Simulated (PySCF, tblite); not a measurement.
Isomers of C4H12OSi2, one GFN2-xTB conformer each. Single-point energies are computed at PBE0/pcSseg-1 (PySCF, gas phase, no added dispersion term), electronic only.

Question: Rank them by PBE0/pcSseg-1 energy, lowest first (kJ/mol).
A. `[CH3:1][SiH2:2][CH2:3][O:4][C@@H:5]1[CH2:6][SiH2:7]1` with C1–Si2–C3–O4 179°, Si2–C3–O4–C5 -177°, C3–O4–C5–C6 159°
B. `[SiH3:1][CH2:2][C@H:3]1[CH2:4][CH2:5][SiH2:6][O:7]1` with Si1–C2–C3–C4 -152°, C2–C3–C4–C5 158°, C3–C4–C5–Si6 -34°, C4–C5–Si6–O7 19°, C5–Si6–O7–C3 2°

Answer: B (0.0), A (234.7).

As drawn, the lower has an Si–O bond, which the higher lacks; the higher has a three-membered ring, which the lower lacks. GFN2-xTB itself gives, in the same order: 0.0, 343.9. Both levels put the same isomer lowest.

Q: Which frontier levels, dipoles and rotational constants go with these structures?

A: 
```
                  SMILES  HOMO (eV, PBE0/pcSseg-1)  LUMO (eV)  dipole (D)       A, B, C (MHz)
 [SiH3]C[C@H]1CC[SiH2]O1                     -7.91       0.53        2.40   3533, 1144, 915.1
C[SiH2]CO[C@@H]1C[SiH2]1                     -6.36       0.31        1.51  4896, 663.7, 626.1
```

Q: What happens when harmonic zero-point energies from GFN2-xTB frequencies are added?

A: 
```csv
SMILES,ZPE (kJ/mol),electronic (kJ/mol),with ZPE (kJ/mol)
[SiH3]C[C@H]1CC[SiH2]O1,381.8,0.0,0.0
C[SiH2]CO[C@@H]1C[SiH2]1,374.4,234.7,227.3
```

The zero-point energies span 7.4 kJ/mol. The order is unchanged.
